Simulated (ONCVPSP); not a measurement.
## Transferability test, ONCV potential for cobalt (Co)

```
Element                 : Co (Z = 27)
Generator               : ONCVPSP 4.0.1
Type                    : optimised norm-conserving Vanderbilt (ONCV)
Functional              : revPBE
Relativity              : scalar-relativistic
Frozen core             : [Ne]
Valence charge          : 17
Reference configuration : 3s2 3p6 3d7 4s1.5 4p0.5
Partial waves           : 3s+4s: rc 1.30 bohr, ncon 4, nbas 9, qcut 11.2 1/bohr, 2 projectors; 3p+4p: rc 1.20 bohr, ncon 5, nbas 9, qcut 11.7 1/bohr, 3 projectors, debl 0.6 Ha; 3d: rc 1.55 bohr, ncon 5, nbas 10, qcut 10.1 1/bohr, 2 projectors, debl 2.6 Ha
Local potential         : polynomial inside 0.90 bohr (lpopt 5, dvloc0 0 Ha)
Core correction         : polynomial model core, fcfact 0.3
```

Energies are relative to the spin-unpolarised reference configuration 3s2 3p6 3d7 4s1.5 4p0.5; without spin polarisation the order of configurations can differ from experiment.

```tsv
valence configuration	charge	ΔE all-electron (eV)	error AE − PS (meV)
3s2 3p6 3d7 4s2 4p0	0	-2.121	+0.3
3s2 3p6 3d7 4s1 4p0	+1	6.812	+0.1
3s2 3p6 3d7 4s0 4p0	+2	23.432	+3.2
3s1 3p6 3d7 4s2 4p0	+1	108.426	-327
```
